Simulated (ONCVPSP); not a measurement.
## S, ONCV: configuration errors across variants

sulfur (S), optimised norm-conserving Vanderbilt (ONCV), made with ONCVPSP 4.0.1 (PBE, non-relativistic). Core [Ne], reference 3s2 3p4. Waves: 3s: rc 1.30 bohr, ncon 4, nbas 7, qcut 4.2 1/bohr, 3 projectors, debl 2.7 Ha; 3p: rc 1.75 bohr, ncon 5, nbas 10, qcut 4.5 1/bohr, 1 projector. Local part: polynomial inside 1.20 bohr (lpopt 2, dvloc0 1 Ha). Core correction: none.

All-electron excitation energies from the reference (eV): (1) 3s2 3p3 11.782; (2) 3s2 3p2 34.078; (3) 3s2 3p1 68.128; (4) 3s1 3p4 22.524.

A true bound ghost makes a file unfit for plane-wave use even where its test errors are small: the radial tests pick states by their node count and pass the ghost by.

Errors AE − PS in meV (a dash: test not solved or not reliable):

| change | (1) | (2) | (3) | (4) | bound ghosts | GHOST(+) flags above zero |
| --- | --- | --- | --- | --- | --- | --- |
| base | +2.1 | +13 | +44 | +7.0 | s | s |
| s: qcut 2.6; p: qcut 2.8 | +2.6 | +18 | +62 | +9.3 | s | s |
| s: qcut 3.2; p: qcut 3.4 | +2.4 | +16 | +55 | +8.6 | s | s |
| s: qcut 3.5; p: qcut 3.8 | +2.3 | +15 | +50 | +8.0 | s | s |
| s: qcut 4.5; p: qcut 4.8 | +2.0 | +13 | +44 | +6.9 | s | s |
| s: qcut 4.9; p: qcut 5.3 | +2.0 | +13 | +45 | +6.7 | s | s |
| s: qcut 5.4; p: qcut 5.7 | +2.0 | +13 | +47 | +6.6 | s | s |
| s: qcut 5.7; p: qcut 6.1 | +2.0 | +14 | +48 | +6.2 | s | s |
| s: qcut 6; p: qcut 6.5 | +2.1 | +14 | +50 | +5.8 | s | s |

(1) Give the same row for: s: qcut 3.9; p: qcut 4.2.

Answers

(1) +2.1, +14, +46, +7.3; bound ghosts: s; GHOST(+) flags above zero: s.
